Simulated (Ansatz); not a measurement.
One change: `[Cl][Ge][Cl]` becomes `Cl[C]Cl`.

Ansatz, PBE0-D4/def2-TZVP geometries, multiplicity 1. 

Scalar relativity is left out up to krypton.

```tsv
property	`[Cl][Ge][Cl]`
HOMO–LUMO gap (B3LYP/def2-TZVPP) / eV	4.64
LUMO energy (PBE/def2-TZVPP) / eV	-3.79
size of the dipole moment (B3LYP/def2-TZVPP) / D	2.05
HOMO energy (B3LYP/def2-TZVPP) / eV	-7.91
LUMO energy (B3LYP/def2-TZVPP) / eV	-3.28
HOMO–LUMO gap (PBE0/def2-TZVPP) / eV	5.03
```

Problem. Give the same properties after the change, and the shifts. (Best estimate.)

Solution. Computed: 
```json
{"property": "HOMO–LUMO gap (B3LYP/def2-TZVPP) / eV", "`Cl[C]Cl`": "3.74", "shift": "-0.90"}
{"property": "LUMO energy (PBE/def2-TZVPP) / eV", "`Cl[C]Cl`": "-4.31", "shift": "-0.52"}
{"property": "size of the dipole moment (B3LYP/def2-TZVPP) / D", "`Cl[C]Cl`": "1.24", "shift": "-0.81"}
{"property": "HOMO energy (B3LYP/def2-TZVPP) / eV", "`Cl[C]Cl`": "-7.27", "shift": "0.64"}
{"property": "LUMO energy (B3LYP/def2-TZVPP) / eV", "`Cl[C]Cl`": "-3.53", "shift": "-0.25"}
{"property": "HOMO–LUMO gap (PBE0/def2-TZVPP) / eV", "`Cl[C]Cl`": "4.16", "shift": "-0.87"}
```

With PBE0 the HOMO rises by 0.62 eV and the LUMO falls by 0.26 eV, so the gap narrows by about 0.88 eV. PBE moves the HOMO by 0.88 eV and ωB97M-V by 0.41 eV. Dipoles are sizes alone; their direction can turn.

B3LYP here is the variant with VWN-RPA as its local correlation; programs differ in this.
